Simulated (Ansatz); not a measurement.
Cost and result for the atomization energy of C$_{2}$H$_{7}$ClGeO$_{2}$, SMILES `C[O][Ge]([CH3])([OH])[Cl]` (13 atoms, 12 bonds).

Z-matrix (Å, degrees):
```
C
O 1 1.412
H 1 1.096 2 111.6
H 1 1.092 2 107.7 3 -118.9
H 1 1.096 2 111.7 3 122.1
Ge 2 1.758 1 120.5 3 -63.6
O 6 1.766 2 110.1 1 -54.0
C 6 1.918 2 108.4 1 -176.9
Cl 6 2.165 2 107.8 1 60.5
H 7 0.960 6 112.5 2 101.5
H 8 1.090 6 108.9 2 66.3
H 8 1.089 6 109.7 2 -173.8
H 8 1.089 6 109.4 2 -53.3
```

Charge 0, multiplicity 1. Correlated methods include outer-core shells of Ge, which these sets cover unevenly. Scalar relativity is left out up to krypton. All single points use the PBE0-D4/def2-TZVP geometry. It is one conformer, not always the lowest. Program: Ansatz. All runs use 2 threads of an AMD EPYC 7R13 on a shared host and a share of an NVIDIA H100 80 GB. Times are those of one run each, without the atoms' runs, and a repeat can differ threefold. Electronic energies, without spin–orbit coupling; frozen cores. CCSD(T)/CBS adds CCSD(T) − MP2 in def2-TZVPP to the MP2 limit, and its time is that of the two runs behind it. T1 = 0.011. With those shells the extrapolation isn't a true limit. B3LYP takes the VWN-RPA correlation (the form of Gaussian; ORCA's B3LYP/G).

CCSD(T)/CBS is a level of theory with its own doubt, some kJ/mol a heavy atom from the limit and from the frozen cores, so smaller differences don't rank the functionals.

| level | functions | wall time |
| --- | --- | --- |
| PBE-D4/def2-TZVPP (with forces) | 312 | 5 s |
| B2PLYP/def2-TZVPP | 312 | 5.5 s |
| r2SCAN-D4/def2-TZVPP (with forces) | 312 | 5.5 s |
| MP2/def2-QZVPP | 597 | 6 s |
| B3LYP-D4/def2-TZVPP (with forces) | 312 | 7 s |
| PBE0-D4/def2-TZVPP | 312 | 7.5 s |
| ωB97M-V/def2-TZVPP (with forces) | 312 | 9 s |
| CCSD(T)/def2-TZVPP | 312 | 9 s |
| ωB97X-V/def2-TZVPP | 312 | 10 s |
| CCSD(T)/CBS(def2) | – | 15 s |

Question: What atomization energy does each give, and how far from CCSD(T)/CBS? (Best estimate.)

Answer: Computed: 
| level | atomization (kJ/mol) | difference from CCSD(T)/CBS | per bond |
| --- | --- | --- | --- |
| PBE-D4/def2-TZVPP (with forces) | 4886.3 | 59.5 | 5.0 |
| B2PLYP/def2-TZVPP | 4748.7 | -78.1 | -6.5 |
| r2SCAN-D4/def2-TZVPP (with forces) | 4823.9 | -2.9 | -0.2 |
| MP2/def2-QZVPP | 4874.5 | 47.7 | 4.0 |
| B3LYP-D4/def2-TZVPP (with forces) | 4779.2 | -47.6 | -4.0 |
| PBE0-D4/def2-TZVPP | 4794.9 | -31.9 | -2.7 |
| ωB97M-V/def2-TZVPP (with forces) | 4810.6 | -16.2 | -1.4 |
| CCSD(T)/def2-TZVPP | 4710.3 | -116.5 | -9.7 |
| ωB97X-V/def2-TZVPP | 4822.2 | -4.6 | -0.4 |
| CCSD(T)/CBS(def2) | 4826.8 | 0.0 | 0.0 |

The D4 term adds +48.4 kJ/mol with B3LYP and +25.8 kJ/mol with PBE0; it sums over pairs of atoms, weighted by their polarisabilities, and B3LYP, whose exchange is more repulsive, gets the larger term. From PBE to PBE0 (25 % exact exchange), in def2-TZVPP and without D4, the atomization energy moves by −87.1 kJ/mol: exact exchange takes away binding that semilocal exchange gives to molecules. In def2-TZVPP, CCSD(T) changes the Hartree–Fock value by +1255.5 kJ/mol (the triples alone add +76.2 kJ/mol) and MP2 by +1351.4 kJ/mol; breaking electron pairs costs correlation energy, which Hartree–Fock lacks.
